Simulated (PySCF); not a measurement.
Optical rotation: `FC(F)[C@H]1[GeH2][CH2][C@H]1S`, C₄H₈F₂GeS

Molfile (atoms numbered from 1):
```
C4H8F2GeS
     RDKit          3D

 16 16  0  0  0  0  0  0  0  0999 V2000
   -1.1901    0.7606   -1.6414 F   0  0  0  0  0  0  0  0  0  0  0  0
   -0.7298    1.5498   -0.6270 C   0  0  0  0  0  0  0  0  0  0  0  0
   -1.8166    2.2397   -0.2008 F   0  0  0  0  0  0  0  0  0  0  0  0
   -0.2100    0.6939    0.4960 C   0  0  1  0  0  0  0  0  0  0  0  0
   -1.3089   -0.9863    0.5397 Ge  0  0  0  0  0  4  0  0  0  0  0  0
    0.3731   -1.4341   -0.4355 C   0  0  0  0  0  0  0  0  0  0  0  0
    1.0097   -0.1551    0.1219 C   0  0  1  0  0  0  0  0  0  0  0  0
    2.1822    0.6853   -1.0207 S   0  0  0  0  0  0  0  0  0  0  0  0
   -0.0127    2.2653   -1.0551 H   0  0  0  0  0  0  0  0  0  0  0  0
   -0.0436    1.3413    1.3562 H   0  0  0  0  0  0  0  0  0  0  0  0
   -2.6414   -0.9738   -0.1465 H   0  0  0  0  0  0  0  0  0  0  0  0
   -1.4307   -1.5813    1.9201 H   0  0  0  0  0  0  0  0  0  0  0  0
    0.2418   -1.3724   -1.5145 H   0  0  0  0  0  0  0  0  0  0  0  0
    0.9333   -2.3375   -0.2044 H   0  0  0  0  0  0  0  0  0  0  0  0
    1.5776   -0.3716    1.0294 H   0  0  0  0  0  0  0  0  0  0  0  0
    3.0584   -0.3150   -1.0383 H   0  0  0  0  0  0  0  0  0  0  0  0
  1  2  1  0
  2  3  1  0
  2  4  1  0
  4  5  1  0
  5  6  1  0
  6  7  1  0
  7  8  1  0
  7  4  1  0
  2  9  1  0
  4 10  1  1
  5 11  1  0
  5 12  1  0
  6 13  1  0
  6 14  1  0
  7 15  1  1
  8 16  1  0
M  END
```

The calculation used TDDFT LC-wPBE/def2-SVPD circular dichroism and optical rotation, one conformer, gas phase in PySCF. Geometry: GFN2-xTB.

The molecule is flexible and this is one conformer; a measurement averages over conformers. The calculation is non-relativistic, which matters for the atoms heavier than Zn.

Stereocentres: C4 R, C7 R.

**Question.** What is the specific rotation at 633, 589.3, 546, 436, 405, 365, 355 nm?

**Answer.** [α] in deg dm⁻¹ (g/mL)⁻¹:
| λ (nm) | origin-invariant length gauge | modified velocity gauge | length gauge (centre of mass) | isotropic polarisability (au) |
| --- | --- | --- | --- | --- |
| 633 | +23.4 | +15.8 | +24.4 | 97.2 |
| 589.3 | +27.4 | +18.4 | +28.5 | 97.6 |
| 546 | +32.5 | +21.7 | +33.8 | 98.0 |
| 436 | +54.7 | +36.1 | +57.1 | 100.0 |
| 405 | +65.6 | +43.0 | +68.4 | 100.9 |
| 365 | +85.7 | +55.4 | +89.4 | 102.4 |
| 355 | +92.3 | +59.5 | +96.3 | 102.9 |

**Question.** And for the mirror image at 589.3 nm?

**Answer.** -27.4 deg dm⁻¹ (g/mL)⁻¹ (origin-invariant length gauge): the same size and the opposite sign.

**Question.** What is the molar rotation [Φ] = [α]·M/100 of the geometry above at 589.3 nm?

**Answer.** With M = 198.79 g/mol, +54.4 deg cm² dmol⁻¹ (origin-invariant length gauge).

The first excitation lies at 5.72 eV (217 nm) with R = +0.8 × 10⁻⁴⁰ esu² cm² (velocity form).
